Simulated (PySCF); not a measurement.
MBe cations for M along group 13

PBE with double-zeta basis sets in PySCF, for the lowest determinant that a PBE0 search found; no spin–orbit coupling. De refers to high-spin ground-configuration atoms (the charge goes to the atom of lower measured ionisation energy or higher electron affinity, which is not always the lowest computed limit). A positive dipole points towards Be; it is taken about the centre of mass and depends on that origin.

```
 M               basis  charged atom  state (unpaired electrons)  Re (Å)  ωe (cm⁻¹)  De (eV)  μ (D)
 B           def2-SVPD            B+      singlet (closed shell)   2.211        469     2.48   2.99
Al            def2-SVP           Al+      singlet (closed shell)   2.788        270     0.89   2.31
Ga  cc-pVDZ/cc-pVDZ-PP           Ga+      singlet (closed shell)   2.821        231     0.79   3.74
In  cc-pVDZ/cc-pVDZ-PP           In+      singlet (closed shell)   2.998        207     0.64   3.87
Tl  cc-pVDZ/cc-pVDZ-PP           Tl+      singlet (closed shell)   3.059        191      n/a   4.11
```

(1) By what factor does the well depth vary along the series?

The rows differ in basis set, which adds steps of its own.

Down a group the atoms grow and get heavier, so bonds lengthen and wavenumbers fall; this series shows no clear exception.

Closed-shell solutions of metal pairs were not tested for spin polarisation, which can lower them a little. Spin–orbit coupling is left out. For an ion De counts to the pair picked by the measured ionisation energies or electron affinities, which need not be the lowest pair at this level.

## Answers

(1) At PBE it runs from 0.64 eV (BeIn⁺) to 2.48 eV (BeB⁺), a factor of 3.88.
